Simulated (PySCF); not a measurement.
Correlation energy of Cu²⁺ (copper, charge +2)

[Ar] 3d8 4s1, high-spin 4F determinant (an excited configuration). Computed with PySCF 2.14 in ANO-RCC-VTZP (6s5p3d2f1g, 59 functions), with the spin-free X2C one-electron Hamiltonian (Gaussian nucleus). Frozen: [Ar]; 9 electrons correlated.

| level | correlation energy (mhartree) |
| --- | --- |
| CCSD | -262.16 |
| (T) | -4.21 |
| CCSD(T) | -266.37 |

Diagnostics: T1 = 0.0064, D1 = 0.0139, largest double amplitude 0.018.

Cost of the coupled-cluster step: about 3 core-seconds, for 9 correlated electrons.

Iterations:

```
CC2 = 0
CCSD nocc = (np.int64(6), np.int64(3)), nmo = (50, 50)
frozen orbitals [[0, 1, 2, 3, 4, 5, 6, 7, 8], [0, 1, 2, 3, 4, 5, 6, 7, 8]]
max_cycle = 100
direct = 0
conv_tol = 1e-08
conv_tol_normt = 1e-06
diis_space = 8
diis_start_cycle = 0
Init t2, MP2 energy = -0.269664719786716
Init E_corr(UCCSD) = -0.269664719791652
cycle = 1  E_corr(UCCSD) = -0.259129853074424  dE = 0.0105348667  norm(t1,t2) = 0.0317476
cycle = 2  E_corr(UCCSD) = -0.262023106574951  dE = -0.0028932535  norm(t1,t2) = 0.00792309
cycle = 3  E_corr(UCCSD) = -0.261906683610239  dE = 0.000116422965  norm(t1,t2) = 0.0033929
cycle = 4  E_corr(UCCSD) = -0.26214932415295  dE = -0.000242640543  norm(t1,t2) = 0.00145608
cycle = 5  E_corr(UCCSD) = -0.26216328090159  dE = -1.39567486e-05  norm(t1,t2) = 0.00032494
cycle = 6  E_corr(UCCSD) = -0.262157115060677  dE = 6.16584091e-06  norm(t1,t2) = 5.50552e-05
cycle = 7  E_corr(UCCSD) = -0.262158681672476  dE = -1.5666118e-06  norm(t1,t2) = 1.76063e-05
cycle = 8  E_corr(UCCSD) = -0.262158434488569  dE = 2.47183907e-07  norm(t1,t2) = 3.0094e-06
cycle = 9  E_corr(UCCSD) = -0.262158389880365  dE = 4.46082041e-08  norm(t1,t2) = 8.94317e-07
cycle = 10  E_corr(UCCSD) = -0.262158408399595  dE = -1.85192293e-08  norm(t1,t2) = 2.56524e-07
cycle = 11  E_corr(UCCSD) = -0.262158408987222  dE = -5.87627225e-10  norm(t1,t2) = 7.12738e-08
UCCSD converged
E(UCCSD) = -1652.300129312314  E_corr = -0.2621584089872219
UCCSD(T) correction = -0.00421231410240695
```
